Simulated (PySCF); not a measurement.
CH3IOTe, SMILES [Te](OC)I. The structure is a stationary point at PBE-D3(BJ)/def2-SVP. The structure was generated by enumeration, and PubChem lists no compound with its InChIKey, so it may never have been made. The def2 effective core potentials stand for the cores of I, Te; spin–orbit coupling is left out. The values are those of a single conformer.

Computed equilibrium geometry at PBE-D3(BJ)/def2-SVP (PySCF confirms it by a frequency run) as Cartesian coordinates in Å (one conformer of several):
```xyz
7

Te     0.5194    -0.6926     0.8467
I     -1.1193     1.0901    -0.4590
O      2.0392    -0.8534    -0.4710
C      1.7922    -1.5944    -1.6587
H      1.0732    -1.0724    -2.3310
H      2.7673    -1.6708    -2.1847
H      1.4076    -2.6205    -1.4621
```
